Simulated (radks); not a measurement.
Results of a calculation; reference values are marked as such.
Task: The chromium ion Cr3+ is in [Ar] 3d(3/2: 3, 5/2: 0). Level of theory: Dirac Kohn-Sham, relativistic LDA (MacDonald-Vosko exchange, VWN5 correlation), spin-unpolarised, spherical densities, finite nucleus; Fermi nuclear charge, rms radius of each element as measured or else 0.836 A^(1/3) + 0.57 fm (a radial shooting solver on a logarithmic mesh with Libxc functionals). Sub-shells are occupied by j as written (lower j first in brackets). One electron is removed from 3s1/2, 3d3/2, 3p1/2, 3p3/2 in turn, with full relaxation. Which removal costs least, and what does each cost?

Result: 3d3/2 48.709 eV; 3p3/2 93.404 eV; 3p1/2 94.537 eV; 3s1/2 122.63 eV. The 3d3/2 electron leaves first.
